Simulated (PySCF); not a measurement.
C₃H₃, SMILES [CH][C][CH2+] (connectivity only; charge and spin as stated), charge +1, multiplicity 1. Atoms are numbered in the order given.

```xyz
6

C      0.0000     0.0000    -1.2363
C      0.0000     0.0000     0.1048
C      0.0000     0.0000     1.3286
H      0.0000     0.9363    -1.7925
H      0.0000    -0.9363    -1.7925
H      0.0000     0.0000     2.4025
```
Charge +1, spin multiplicity 1.

Geometry: B3LYP-D3(BJ)/def2-TZVP.

Two levels are set side by side: PBE/pcSseg-2 (PySCF) and PBE0/pcSseg-2 (PySCF). GIAO shifts against TMS (¹H), TMS (¹³C) at the same level; non-relativistic, no solvent, atoms listed together averaged. Differences are taken from unrounded values.

```tsv
quantity	PBE0	PBE	PBE minus PBE0
δ(¹³C) of C1 (ppm)	284.6	283.5	-1.1
δ(¹³C) of C2 (ppm)	138.5	161.7	23.2
δ(¹³C) of C3 (ppm)	383.3	372.6	-10.7
δ(¹H) of H4, H5 (ppm)	11.03	11.13	0.10
δ(¹H) of H6 (ppm)	19.77	19.14	-0.63
```

Rough cost on one machine, each run with all the roots and properties that it gave: PBE0 against PBE within a factor of 2.
